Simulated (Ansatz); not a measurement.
Cartesian coordinates (Å):
```xyz
8

C     -0.9188    -0.2797     0.0275
N      0.1324     0.7231     0.2250
C      1.3654     0.4239    -0.1789
N      2.4236     0.1722    -0.5861
H     -0.7708    -1.1714     0.6445
H     -0.9285    -0.5712    -1.0218
H     -1.8770     0.1775     0.2704
H      0.0945     1.2250     1.1014
```
Charge +1, spin multiplicity 2.

Method: frozen-core CCSD(T)/cc-pVTZ // r2SCAN-D4/def2-TZVP (Ansatz, a program for electronic structure). The geometry is that of the parent before the electron was removed.

The HF energy is -186.68214 Ha. The MP2 correlation energy is -0.65224 Ha.

### Question
Estimate the CCSD correlation energy, the (T) correction, the total energy and the T1 diagnostic.

### Answer

CCSD correlation energy: -0.69714 Ha
(T) correction: -0.03251 Ha
CCSD(T) total energy: -187.41179 Ha
T1 diagnostic: 0.034
